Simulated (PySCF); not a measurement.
In2(mu-NH2)2(F)4, H4F4In2N2, singlet, B3LYP/def2-SVP optimised geometry.

```
12

In    -0.23    -0.82     0.00
In    -1.80     1.15     2.07
N     -1.01     1.25     0.00
H     -1.73     1.41    -0.71
H     -0.29     1.96    -0.14
F      1.73    -0.82     0.00
F     -1.30    -1.96    -1.19
N     -1.01    -0.91     2.07
H     -0.28    -1.07     2.77
H     -1.72    -1.63     2.21
F     -0.73     2.29     3.26
F     -3.76     1.15     2.07
```

Density from B3LYP/def2-TZVP, def2 effective core potentials past Kr (PySCF) at that geometry. The core electrons that the potentials of In replace are not part of the density.

Minimum of the electron density along straight lines between bonded atoms, close to the bond critical point (lines longer than 1.1 times the sum of covalent radii, or with two minima, are not listed):

```
bond     length / Å  ρ at the minimum / e bohr⁻³  ∇²ρ there / e bohr⁻⁵  position (fraction from the first atom)
-------  ----------  ---------------------------  --------------------  ---------------------------------------
In1–N3        2.212                        0.078                  0.24                                     0.51
In2–N3        2.212                        0.078                  0.24                                     0.51
N3–H4         1.024                        0.327                 -1.54                                     0.74
N3–H5         1.024                        0.327                 -1.54                                     0.74
In1–F6        1.962                        0.109                  0.57                                     0.52
In1–F7        1.963                        0.109                  0.57                                     0.52
In1–N8        2.212                        0.078                  0.24                                     0.51
In2–N8        2.212                        0.078                  0.24                                     0.51
N8–H9         1.024                        0.326                 -1.54                                     0.74
N8–H10        1.024                        0.327                 -1.54                                     0.74
In2–F11       1.963                        0.109                  0.57                                     0.52
In2–F12       1.962                        0.109                  0.57                                     0.52
```
